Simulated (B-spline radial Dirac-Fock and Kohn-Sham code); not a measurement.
**The Gd-like isoelectronic sequence (64 electrons), Z = 73 to 80**

Level of theory: Dirac-Fock (average of configuration) total-energy differences with a finite nucleus, the Breit interaction including its frequency dependence, and self-energy and vacuum-polarisation corrections; a radial B-spline solver. Binding energies in eV, tabulated ground configurations. No correlation.

```
  ion           configuration   3p1/2   3p3/2   3d5/2  outermost level  NIST ionisation energy
 Ta⁹⁺  [Kr] 4d10 4f13 5s2 5p3  2637.7  2364.0  1901.1       178.3 (5p)                 180 ± 9
 W¹⁰⁺  [Kr] 4d10 4f14 5s2 5p2  2757.4  2464.4  1989.3       200.3 (5p)                       –
Re¹¹⁺  [Kr] 4d10 4f14 5s2 5p2  2893.1  2580.0  2092.1       226.7 (5p)                       –
Os¹²⁺  [Kr] 4d10 4f14 5s2 5p2  3033.5  2699.2  2198.2       254.4 (5p)                       –
Ir¹³⁺  [Kr] 4d10 4f14 5s2 5p2  3178.7  2821.9  2307.6       283.4 (5p)                303 ± 15
Pt¹⁴⁺  [Kr] 4d10 4f14 5s2 5p2       ?       ?       ?                ?                       ?
Au¹⁵⁺  [Kr] 4d10 4f14 5s2 5p2  3483.3  3077.9  2536.1       345.3 (5p)                365 ± 19
Hg¹⁶⁺  [Kr] 4d10 4f14 5s2 5p2  3642.9  3211.1  2655.1       378.1 (5p)                402 ± 20
```

Problem. Fill in the row of Pt¹⁴⁺.

Solution. 3p1/2 3328.6, 3p3/2 2948.2, 3d5/2 2420.2, outermost 313.7 (5p), NIST 332 ± 16 eV.

NIST's values are for the lowest levels; a dash marks a value that is missing or belongs to another shell. Their kind here: semi-empirical, theoretical. Where a p, d or f shell is open in either ion the computed value averages over both j values and all terms, while the table refers to the lowest levels; that difference holds spin-orbit splitting (largest in heavy or highly charged ions), term energies where several electrons share open shells, and correlation, and it can reach 10 % or more.
